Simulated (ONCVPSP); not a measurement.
**S: one change to an ONCV potential, before and after**

* Element: S (Z = 16)
* Generator: ONCVPSP 4.0.1
* Type: optimised norm-conserving Vanderbilt (ONCV)
* Functional: LDA (Perdew-Wang 92)
* Relativity: non-relativistic
* Frozen core: [Ne]
* Valence charge: 6
* Reference configuration: 3s2 3p4
* Partial waves: 3s: rc 1.40 bohr, ncon 3, nbas 7, qcut 3.7 1/bohr, 2 projectors, debl 3.9 Ha; 3p: rc 1.70 bohr, ncon 3, nbas 6, qcut 5.1 1/bohr, 2 projectors, debl 1.2 Ha
* Local potential: polynomial inside 1.30 bohr (lpopt 5, dvloc0 3 Ha)
* Core correction: Teter function fitted to the true core (icmod 2), fcfact 0.7

All-electron outer shells of the reference configuration (LDA (PZ), non-relativistic, ld1.x):

```csv
shell,level (eV),outermost node (bohr),outermost maximum (bohr)
2s,-209.52,0.13,0.39
2p,-156.50,–,0.33
3s,-17.17,0.60,1.40
3p,-7.12,0.58,1.59
```

Change: s: rc 1.78.

Cutoffs: the cutoffs (Ha) at which the residual kinetic energy of the hardest occupied pseudo-wave falls to 1 and 0.1 mHa per electron; they do not see the model core or the augmentation charge, which bear on the density cutoff. Errors are all-electron minus pseudo energies relative to the spin-unpolarised reference configuration.

Problem. What does the change do?

Solution. The potential gets softer (57 Ha and 93 Ha → 13 Ha and 45 Ha); of the 4 tests that both files solve, the error grows in 4 and shrinks in 0 by more than 15 % and 0.3 meV (median size 12.9 → 61.8 meV); neither file shows a bound ghost. A larger radius leaves more room for a smooth pseudo-wave, so fewer plane waves are needed. More of the atom is replaced by a form fitted at one configuration, so other configurations suffer.

| quantity | base | changed |
| --- | --- | --- |
| cutoff, loose | 57 Ha | 13 Ha |
| cutoff, tight | 93 Ha | 45 Ha |
| loose cutoff by channel | s 57 Ha, p 5.8 Ha | s 13 Ha, p 5.8 Ha |
| bound ghosts | none | none |
| GHOST(+) flags under 300 eV | none | none |
| error for 3s2 3p3, meV [ΔE 11.87 eV] | +2.6 | +4.7 |
| error for 3s2 3p2, meV [ΔE 34.25 eV] | +18 | +33 |
| error for 3s2 3p1, meV [ΔE 68.42 eV] | +69 | +121 |
| error for 3s0 3p6, meV [ΔE 20.35 eV] | -7.3 | -90 |
| p: phases at 1.72 bohr within 0.05 rad from the reference energy up to (Ha; the scan ends near 5) | 4.0 | 4.0 |
| rms error of d²Exc/dni dnj with the model core, mHa | 0.39 | 0.65 |
